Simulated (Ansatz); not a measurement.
Reaction (formal exchange of groups at the Si–C bond): `[SiH3]CN[SiH2]Cl` + `[SiH3]Cl` → `[SiH3][SiH2]Cl` + `CN[SiH2]Cl`

Calculated with Ansatz (gas phase, PBE0-D4/def2-TZVP geometries, no zero-point term in ΔE). CCSD(T)/CBS is the MP2 limit (def2-TZVPP, def2-QZVPP) plus CCSD(T) − MP2 in def2-TZVPP, frozen cores. This one scheme is used for every species. DFT in def2-TZVPP. B3LYP here is the variant with VWN-RPA as its local correlation; programs differ in this. Each species was taken in one conformer, which may not be the lowest.

`[SiH3]CN[SiH2]Cl`:

Cartesian coordinates in Å:
```
Si 1.654 -1.379 -0.418
C 0.192 -0.585 0.472
N -0.527 0.324 -0.411
Si -1.366 1.697 0.140
Cl -3.051 1.275 1.270
H 2.663 -0.348 -0.772
H 2.283 -2.422 0.438
H 1.159 -2.013 -1.671
H 0.584 -0.015 1.322
H -0.459 -1.358 0.904
H -0.831 -0.101 -1.274
H -0.479 2.464 1.041
H -1.822 2.462 -1.041
```

`[SiH3]Cl`:

Cartesian coordinates in Å:
```
Si -0.055 0.066 -0.095
Cl 0.825 -0.990 1.430
H -0.701 1.269 0.477
H -1.064 -0.801 -0.747
H 0.994 0.455 -1.065
```

`[SiH3][SiH2]Cl`:

```xyz
8

Si   -0.227    0.647   -0.991
Si    0.173   -0.488    1.013
Cl    0.827   -2.396    0.574
H    -0.698    2.028   -0.698
H    -1.269   -0.072   -1.770
H     1.027    0.714   -1.786
H     1.226    0.176    1.823
H    -1.058   -0.609    1.834
```

`CN[SiH2]Cl`:

Cartesian coordinates in Å:
```
C -0.911 -0.937 0.534
N -0.517 0.064 -0.438
Si 0.889 1.006 -0.306
Cl 2.664 -0.041 -0.547
H -0.493 -1.928 0.325
H -2.000 -1.024 0.582
H -0.566 -0.635 1.526
H -0.882 -0.105 -1.362
H 0.857 2.029 -1.374
H 0.959 1.570 1.059
```

```csv
level,ΔE (kcal/mol),difference from CCSD(T)/CBS
PBE-D4,-6.2,-2.7
r2SCAN-D4,-4.7,-1.2
PBE0-D4,-5.6,-2.1
B3LYP-D4,-3.9,-0.4
ωB97X-V,-3.8,-0.3
ωB97M-V,-2.4,1.1
B2PLYP,-3.3,0.2
PBE,-6.4,-2.9
r2SCAN,-4.9,-1.4
PBE0,-5.9,-2.4
B3LYP,-4.2,-0.7
HF/def2-TZVPP,-2.7,0.8
MP2/def2-TZVPP,-1.9,1.6
SCS-MP2/def2-TZVPP,-1.8,1.7
CCSD/def2-TZVPP,-3.1,0.4
CCSD(T)/def2-TZVPP,-3.2,0.3
HF/def2-QZVPP,-2.5,1.0
MP2/def2-QZVPP,-2.0,1.5
SCS-MP2/def2-QZVPP,-1.9,1.6
HF/CBS(def2),-2.5,1.0
MP2/CBS(def2),-2.2,1.3
CCSD/CBS(def2),-3.4,0.1
CCSD(T)/CBS,-3.5,0
```

Largest T1 diagnostic among the species: 0.011.
